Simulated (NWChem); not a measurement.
All runs are NWChem calculations. System: BCl (+1), charge 1, spin multiplicity 2, at a geometry optimised with UPBE0/def2-SVP. The structure started from a generated list of species. Its SCF solution wasn't tested for a lower state. Level: UB2PLYP/6-311G** (spherical d), 6 core orbitals frozen.

NWChem printed:

```
             Northwest Computational Chemistry Package (NWChem) 7.3.0
             --------------------------------------------------------

                                NWChem Input Module
                                -------------------

 Scaling coordinates for geometry "geometry" by  1.889725989
 (inverse scale =  0.529177249)

 Turning off AUTOSYM since
 SYMMETRY directive was detected!

                             Geometry "geometry" -> ""
                             -------------------------

 Output coordinates in angstroms (scale by  1.889725989 to convert to a.u.)

  No.       Tag          Charge          X              Y              Z
 ---- ---------------- ---------- -------------- -------------- --------------
    1 B                    5.0000     0.00000000     0.00000000     1.23919800
    2 Cl                  17.0000     0.00000000     0.00000000    -0.36447000

 Effective nuclear repulsion energy (a.u.)      28.0482407612

            Nuclear Dipole moment (a.u.)
            ----------------------------
        X                 Y               Z
 ---------------- ---------------- ----------------
     0.0000000000     0.0000000000    -0.0000000000

      Symmetry information
      --------------------

 Group name             C2v
 Group number             16
 Group order               4
 No. of unique centers     2

      Symmetry unique atoms

     1    2


 Summary of "ao basis" -> "" (spherical)
 ------------------------------------------------------------------------------
       Tag                 Description            Shells   Functions and Types
 ---------------- ------------------------------  ------  ---------------------
 *                          6-311g**                  on all atoms

  dft_input: which_mp2 not specified, using semidirect MP2 by default.

                                 NWChem DFT Module
                                 -----------------

 Summary of "ao basis" -> "ao basis" (spherical)
 ------------------------------------------------------------------------------
       Tag                 Description            Shells   Functions and Types
 ---------------- ------------------------------  ------  ---------------------
 B                          6-311g**                 8       18   4s3p1d
 Cl                         6-311g**                12       26   6s5p1d

 Summary of "ao basis" -> "ao basis" (spherical)
 ------------------------------------------------------------------------------
[...]
     L   x y z        total         alpha         beta         nuclear
     -   - - -        -----         -----         ----         -------
     0   0 0 0      1.000000    -11.000000    -10.000000     22.000000

     1   1 0 0      0.000000      0.000000      0.000000      0.000000
     1   0 1 0      0.000000      0.000000     -0.000000      0.000000
     1   0 0 1      1.275117     -0.988593      2.263710     -0.000000

     2   2 0 0    -11.143471     -6.119610     -5.023861      0.000000
     2   1 1 0     -0.000000     -0.000000     -0.000000      0.000000
     2   1 0 1      0.000000      0.000000     -0.000000      0.000000
     2   0 2 0    -11.143471     -6.119610     -5.023861      0.000000
     2   0 1 1      0.000000      0.000000      0.000000      0.000000
     2   0 0 2     -6.321880    -26.630608    -15.174478     35.483205

                   NWChem MP2 Semi-direct Energy/Gradient Module
                   ---------------------------------------------

  Basis functions       =     44
  Molecular orbitals    =     44
  Frozen core           =      6
  Frozen virtuals       =      0
  Active alpha occupied =      5
  Active beta occupied  =      4
  Active alpha virtual  =     33
  Active beta virtual   =     34
  Use MO symmetry       = T
  Use skeleton AO sym   = T

  AO/Fock/Back tols     =   1.0D-09  1.0D-09  1.0D-09

 GA uses MA = F    GA memory limited = T

 Available:
  local mem=  4.43D+07
 global mem=  1.44D+08
 local disk=  0.00D+00
  mp2_memr nvloc                    33
  nvloc new                    33
   1 passes of   5:        2097152                       8156                    558763.
   1 passes of   5: M     44323877           G      144175328           F      42226725.

 Semi-direct pass number   1 of   1  for UHF alpha       at        1.3s
  vrange nnbf                   990
  mp2_eaftype                    10  avail_ma_in_mb                   386
 EAF : mp2_eaftype filesize          10     279381.
  mp2_eaf for mointskh                     10
Node 0 wrote      1.3 Mb in      0.0 s     Agg I/O rate:  1171.6 Mb/s
 Done moints_semi at        1.9s
  mp2_eaftype                    10  avail_ma_in_mb                   386
 EAF : mp2_eaftype filesize          10     279381.
  mp2_eaf for kh                    10
 Done maket at        2.0s
 Done multipass loop at        2.0s

 GA uses MA = F    GA memory limited = T

 Available:
  local mem=  4.43D+07
 global mem=  1.44D+08
 local disk=  0.00D+00
  mp2_memr nvloc                    34
  nvloc new                    34
   1 passes of   4:        2097152                       7417                    461149.
   1 passes of   4: M     44323877           G      144175328           F      42226725.

 Semi-direct pass number   1 of   1  for UHF beta        at        2.0s
  vrange nnbf                   990
  mp2_eaftype                    10  avail_ma_in_mb                   386
 EAF : mp2_eaftype filesize          10     230574.
  mp2_eaf for mointskh                     10
Node 0 wrote      1.1 Mb in      0.0 s     Agg I/O rate:  1414.1 Mb/s
 Done moints_semi at        2.6s
  mp2_eaftype                    10  avail_ma_in_mb                   386
 EAF : mp2_eaftype filesize          10     230574.
  mp2_eaf for kh                    10
 Done maket at        2.6s
 Done multipass loop at        2.6s

          -------------------------------------------
          DFT energy                    -484.404451214717
          Unscaled MP2 energy             -0.229061115874
          Total DFT+MP2 energy          -484.466297716003
          -------------------------------------------

 -----------------------
 Performance information
 -----------------------

 Timer overhead =  3.38D-07 seconds/call

               Nr. of calls         CPU time (s)                 Wall time (s)                GFlops
             ---------------    -------------------     ------------------------------   -------------------
Name         Min   Avg   Max    Min     Avg     Max     Min     Avg     Max   Mx/calls   Min     Max     Sum
mp2: moin     2     2     2    1.2     1.2     1.2      1.2     1.2     1.2    0.61      0.0     0.0     0.0
mp2: make     2     2     2   3.99E-2 3.99E-2 3.99E-2  3.99E-2 3.99E-2 3.99E-2 1.99E-2   0.0     0.0     0.0
mp2: tota     1     1     1    1.3     1.3     1.3      1.3     1.3     1.3     1.3      0.0     0.0     0.0

 The average no. of pstat calls per process was 5.00D+00
 with a timing overhead of 1.69D-06s

 Task  times  cpu:        2.6s     wall:        2.6s

 Total times  cpu:        2.6s     wall:        2.6s
```

### Question
Write an NWChem input that would produce this output.

### Answer
This is not unique; one that fits is 
```
start mol
memory heap 200 mb stack 900 mb global 1100 mb
charge 1
geometry units angstroms nocenter noautoz
  B      0.000000     0.000000     1.239198
  Cl     0.000000     0.000000    -0.364470
  symmetry group C2v
end
basis spherical
  * library 6-311g**
end
dft
  xc hfexch 0.53 becke88 0.47 lyp 0.73 mp2 0.27
  dftmp2
  odft
  mult 2
  semidirect memsize 60000000 filesize 0
  iterations 100
end
mp2
  freeze core 6
end
task dft energy
```
